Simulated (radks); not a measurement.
Results of a calculation; reference values are marked as such.
Charge is removed step by step from the 3d up level of V+, starting from [Ar] 3d(up 4, down 0). Code: a radial shooting solver on a logarithmic mesh with Libxc functionals. Model: scalar-relativistic Kohn-Sham, LDA (Slater exchange, Perdew-Wang correlation), spin-polarised, spherical densities, point nucleus.

removed (e),E - E(0) (eV),eigenvalue (eV),E minus straight line (eV)
0,0.000,-10.051,0.000
0.25,2.856,-12.835,-1.145
0.5,6.437,-15.855,-1.563
0.75,10.802,-19.094,-1.199
1,16.002,-22.535,0.000

Removing the whole electron costs 16.002 eV by Delta-SCF, against 10.051 eV from minus the eigenvalue at the starting occupation. Slater's transition state (half an electron removed) gives 15.855 eV. Integrating minus the eigenvalue over the occupation (Janak's theorem) gives 16.001 eV. In this scalar-relativistic scheme the density is built from large components alone, so the theorem holds only approximately. The mean slope of the eigenvalue, de/dn, is 12.5 eV per electron. Ionisation energy of V+ in the NIST Atomic Spectra Database: 14.63 eV (measured).
